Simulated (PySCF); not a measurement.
Radial density of B²⁺ (boron, charge +2)

PBE0, [He] 2s1, 2S determinant. Computed with PySCF 2.14 in def2-SVP, with the non-relativistic Hamiltonian (point nucleus).

| r (bohr) | 4πr²ρ (e/bohr) | 4πr²(ρα − ρβ) |
| --- | --- | --- |
| 0.00553 | 0.02421 | 0.0010 |
| 0.00929 | 0.06753 | 0.0028 |
| 0.0156 | 0.1839 | 0.0077 |
| 0.0263 | 0.4736 | 0.0195 |
| 0.0442 | 1.112 | 0.0444 |
| 0.0744 | 2.351 | 0.0884 |
| 0.125 | 4.045 | 0.1336 |
| 0.210 | 5.073 | 0.1206 |
| 0.354 | 3.698 | 0.0210 |
| 0.596 | 1.216 | 0.0633 |
| 1.00 | 0.5276 | 0.4385 |
| 1.68 | 0.6017 | 0.6009 |
| 2.83 | 0.1303 | 0.1303 |
| 4.77 | 0.0004176 | 0.0004 |
